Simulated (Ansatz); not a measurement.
Computed with Ansatz on PBE0-D4/def2-TZVP structures; ΔE is electronic, products minus reactants. CBS: MP2 limit from def2 TZ/QZ plus the TZ coupled-cluster correction, frozen cores. This one scheme is used for every species. DFT in def2-TZVPP. B3LYP here is the variant with VWN-RPA as its local correlation; programs differ in this. Triplets are unrestricted, without spin–orbit coupling. Each species was taken in one conformer, which may not be the lowest.

Consider the formal loss of a carbene: `[CH3][Al]([F])[S][SiH3]` → `[F][AlH][S][SiH3]` + `[CH2]` (triplet).

(1) Is it downhill or uphill in electronic energy at CCSD(T)/CBS, and by how much? (Estimate.)

(2) What do these levels give: PBE-D4, r2SCAN-D4, B3LYP, HF/def2-TZVPP, MP2/def2-QZVPP, MP2/CBS(def2)? (An estimate is asked.)

Largest T1 diagnostic among the species: 0.012.

Answers

(1) Computed: Uphill: ΔE = +485.0 kJ/mol.

(2) Computed: PBE-D4 492.3, r2SCAN-D4 466.7, B3LYP 467.6, HF/def2-TZVPP 330.9, MP2/def2-QZVPP 494.7, MP2/CBS(def2) 499.8 kJ/mol.

The D4 term adds +10.9 kJ/mol with B3LYP and +6.2 kJ/mol with PBE0; it sums over pairs of atoms, weighted by their polarisabilities, and B3LYP, whose exchange is more repulsive, gets the larger term. From PBE to PBE0 (25 % exact exchange), in def2-TZVPP and without D4, ΔE moves by −8.2 kJ/mol.
